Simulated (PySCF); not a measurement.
# Mn⁺: excitation energy

Mn⁺ [Ar] 3d5 4s1 (7S) → Mn⁺ [Ar] 3d6 (5D), as a difference of total energies. Calculation: PySCF 2.14, in x2c-TZVPPall (6s5p4d2f1g, 64 functions); scalar relativity by spin-free X2C-1e. Correlated levels: valence: [Ar] frozen. The calculations carry no spin-orbit coupling.

| method | excitation energy (eV) | error (eV) |
| --- | --- | --- |
| UHF | 3.502 | +1.694 |
| MP2 (valence) | 2.099 | +0.291 |
| SCS-MP2 (valence) | 1.655 | -0.153 |
| CCSD (valence) | 2.214 | +0.406 |
| CCSD(T) (valence) | 2.144 | +0.336 |

Reference: 1.808 eV (measured; NIST levels, between the centres of gravity of the two terms).

Errors of the correlated levels include the incompleteness of this basis and the frozen core.
